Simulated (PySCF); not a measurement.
PySCF job for Be(Et)2 cation (C4H10Be), SMILES C[CH2][Be][CH2]C (connectivity only; charge and spin as stated), charge +1, multiplicity 2, C-PCM-M06-2X/def2-SVP. The structure is a stationary point at PBE0-D3(BJ)/def2-SVP. The multiplicity is an assumed one; no other spin state was optimised. The isomer is the one that the SMILES or the coordinates give; other isomers of the formula were not compared. The values are those of a single conformer.

```python
import numpy as np
from pyscf import gto, scf, dft
from pyscf.solvent import pcm

mol = gto.M(
    atom='''
    Be    0.00000000   -0.00000000    0.21706755
    C     0.62588708   -1.64436071    0.21423522
    C    -0.34496017   -2.68682466   -0.24515269
    H     0.93187755   -1.71694491    1.27620066
    H     1.50787203   -1.49755171   -0.43887203
    H    -0.65738293   -2.56730845   -1.29294459
    H    -1.22939771   -2.78198360    0.40180141
    H     0.17316934   -3.67126429   -0.19481573
    C    -0.62588708    1.64436070    0.21423522
    C     0.34496016    2.68682467   -0.24515269
    H    -0.93187752    1.71694490    1.27620067
    H    -1.50787203    1.49755172   -0.43887202
    H     0.65738292    2.56730846   -1.29294460
    H     1.22939772    2.78198359    0.40180140
    H    -0.17316934    3.67126429   -0.19481572
    ''',
    basis='def2-SVP',
    charge=1,
    spin=1,
    max_memory=1600,
    verbose=3,
)
mf = dft.UKS(mol, xc='m06-2x').density_fit(auxbasis='def2-universal-jkfit')
mf.grids.level = 4
mf.conv_tol = 1e-9
mf.max_cycle = 100
mf.kernel()
fine, coarse = mf.grids, dft.Grids(mol).set(level=1).build(with_non0tab=True)
for _ in range(3):  # follow internal instabilities
    mf.grids = coarse
    mo, _, stable, _ = mf.stability(return_status=True, nroots=4)
    mf.grids = fine
    if stable:
        break
    mf.kernel(mf.make_rdm1(mo, mf.mo_occ))
res = {}
for name, eps in {'water': 78.355, 'methanol': 32.613, 'ethanol': 24.852}.items():
    s = mf.PCM()
    s.with_solvent.method, s.with_solvent.eps, s.with_solvent.lebedev_order = 'C-PCM', eps, 29
    s.kernel(mf.make_rdm1())
    res[name] = (s.e_tot, eps, s.dip_moment(), s.mo_energy, s.converged)
    print(f'{name}: electrostatic solvation free energy {(s.e_tot - mf.e_tot) * 627.509474:.3f} kcal/mol')
```

Program output:

```

WARN: HOMO -0.277848440951953 >= LUMO -0.277848440951953

converged SCF energy = -172.613942569825  <S^2> = 0.76615566  2S+1 = 2.0160909
<class 'pyscf.df.df_jk.DFUKS'> wavefunction is stable in the internal stability analysis

WARN: PCM is an experimental feature. It is still in testing.
Features and APIs may be changed in the future.

converged SCF energy = -172.708640499189  <S^2> = 0.76565001  2S+1 = 2.0155892

WARN: System has nonzero charge 1; the dipole moment is origin-dependent.
Location of origin: [0. 0. 0.]

Dipole moment(X, Y, Z, Debye):  0.00000, -0.00000,  0.79160
water: electrostatic solvation free energy -59.424 kcal/mol

WARN: PCM is an experimental feature. It is still in testing.
Features and APIs may be changed in the future.

converged SCF energy = -172.706857458415  <S^2> = 0.7656641  2S+1 = 2.0156032

WARN: System has nonzero charge 1; the dipole moment is origin-dependent.
Location of origin: [0. 0. 0.]

Dipole moment(X, Y, Z, Debye):  0.00000, -0.00000,  0.78576
methanol: electrostatic solvation free energy -58.305 kcal/mol

WARN: PCM is an experimental feature. It is still in testing.
Features and APIs may be changed in the future.

converged SCF energy = -172.705904900187  <S^2> = 0.76567155  2S+1 = 2.0156106

WARN: System has nonzero charge 1; the dipole moment is origin-dependent.
Location of origin: [0. 0. 0.]

Dipole moment(X, Y, Z, Debye):  0.00000, -0.00000,  0.78266
ethanol: electrostatic solvation free energy -57.707 kcal/mol
```

The run converged.

Cost: very roughly 6 core-minutes.
